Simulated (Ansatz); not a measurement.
Isolated molecules relaxed with PBE0-D4/def2-TZVP in Ansatz; ΔE leaves out vibrations. CCSD(T)/CBS adds triple-zeta CCSD(T) − MP2 to the extrapolated MP2 energy (def2 sets, frozen cores). For Ge outer-core shells are correlated without core-valence functions, which leaves a few kJ/mol of doubt a bond. Scalar relativity is left out up to krypton. One conformer a species, not always the lowest.

Consider the redistribution: `NB(Cl)Cl` + `C[O][Ge]([CH3])([F])[SH]` → `SB(Cl)Cl` + `C[O][Ge]([CH3])([NH2])[F]`.

`NB(Cl)Cl`:

```xyz
6

N     0.309    0.747    0.010
B    -0.220   -0.531   -0.007
Cl   -1.051   -1.128   -1.441
Cl   -0.069   -1.575    1.403
H     0.789    1.119    0.812
H     0.241    1.368   -0.777
```

`C[O][Ge]([CH3])([F])[SH]`:

Cartesian coordinates in Å:
```
C -1.948 -0.689 -0.789
O -0.882 0.238 -0.798
Ge 0.437 0.116 0.357
C 1.688 1.521 -0.037
F -0.258 0.352 1.939
S 1.266 -1.937 0.450
H -1.587 -1.724 -0.797
H -2.540 -0.521 -1.691
H -2.592 -0.547 0.084
H 2.190 1.310 -0.981
H 2.428 1.586 0.759
H 1.147 2.463 -0.118
H 0.651 -2.169 1.622
```

`SB(Cl)Cl`:

```xyz
5

S    -0.774    0.665    0.981
B     0.377    0.092   -0.260
Cl    1.658    1.180   -0.737
Cl    0.265   -1.489   -0.994
H    -1.526   -0.448    1.010
```

`C[O][Ge]([CH3])([NH2])[F]`:

```xyz
14

C    -1.772   -1.267   -0.469
O    -1.324    0.067   -0.379
Ge    0.218    0.429    0.390
C     1.778   -0.246   -0.517
N     0.184    2.224    0.586
F     0.163   -0.414    1.927
H    -1.829   -1.748    0.514
H    -1.128   -1.875   -1.117
H    -2.773   -1.254   -0.907
H     1.826    0.162   -1.526
H     2.677    0.042    0.029
H     1.736   -1.334   -0.566
H     0.942    2.626    1.118
H    -0.698    2.589    0.916
```

```
                    species  MP2/CBS(def2) energy (Eh)
                 `NB(Cl)Cl`                -1000.32351
 `C[O][Ge]([CH3])([F])[SH]`                -2729.18033
                 `SB(Cl)Cl`                -1342.75661
`C[O][Ge]([CH3])([NH2])[F]`                -2386.71432
```

Task: Work out ΔE.

Result: ΔE = (-1342.75661) + (-2386.71432) − (-1000.32351) − (-2729.18033) = 0.03291 Eh = +0.90 eV. CCSD(T)/CBS gives +0.90 eV.

Largest T1 diagnostic among the species: 0.012.

In def2-TZVPP, CCSD(T) changes the Hartree–Fock value by −0.10 eV (the triples alone add −0.02 eV) and MP2 by −0.11 eV.
